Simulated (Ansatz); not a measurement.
Correlation energies of ClFH₄OSi₂ (`F[SiH2]O[SiH2]Cl`) by basis set

```json
{"atom": "F1", "x (Å)": "-2.411", "y (Å)": "0.250", "z (Å)": "-0.084"}
{"atom": "Si2", "x (Å)": "-1.198", "y (Å)": "-0.247", "z (Å)": "-0.989"}
{"atom": "O3", "x (Å)": "0.087", "y (Å)": "-0.545", "z (Å)": "-0.040"}
{"atom": "Si4", "x (Å)": "1.214", "y (Å)": "0.026", "z (Å)": "0.982"}
{"atom": "Cl5", "x (Å)": "1.628", "y (Å)": "1.984", "z (Å)": "0.542"}
{"atom": "H6", "x (Å)": "-0.888", "y (Å)": "0.830", "z (Å)": "-1.951"}
{"atom": "H7", "x (Å)": "-1.596", "y (Å)": "-1.514", "z (Å)": "-1.629"}
{"atom": "H8", "x (Å)": "0.711", "y (Å)": "-0.028", "z (Å)": "2.370"}
{"atom": "H9", "x (Å)": "2.452", "y (Å)": "-0.756", "z (Å)": "0.799"}
```

Total charge 0; spin multiplicity 1. All single points use the PBE0-D4/def2-TZVP geometry. It is one conformer, not always the lowest. Frozen core, restricted reference, the Gaussian-basis code of Ansatz. CBS rows extrapolate triple and quadruple zeta; past MP2 they add the triple-zeta difference.

```json
{"basis": "def2-SVP", "HF (Eh)": "-1213.73642", "MP2 corr.": "-0.68643", "CCSD corr.": "-0.73182", "(T)": "?", "CCSD(T) total": "?"}
{"basis": "def2-TZVPP", "HF (Eh)": "-1214.34570", "MP2 corr.": "-0.90904", "CCSD corr.": "-0.95311", "(T)": "?", "CCSD(T) total": "?"}
{"basis": "def2-QZVPP", "HF (Eh)": "?", "MP2 corr.": "-0.99187", "CCSD corr.": "–", "(T)": "–", "CCSD(T) total": "–"}
{"basis": "CBS(def2)", "HF (Eh)": "?", "MP2 corr.": "-1.05323", "CCSD corr.": "-1.09730", "(T)": "as TZ", "CCSD(T) total": "?"}
```

Problem. Fill in the withheld values. (Best estimate.)

Solution. Computed: def2-SVP (T): -0.01382; def2-SVP CCSD(T) total: -1214.48206; def2-TZVPP (T): -0.03224; def2-TZVPP CCSD(T) total: -1215.33105; def2-QZVPP HF (Eh): -1214.38659; CBS(def2) HF (Eh): -1214.39222; CBS(def2) CCSD(T) total: -1215.52176.
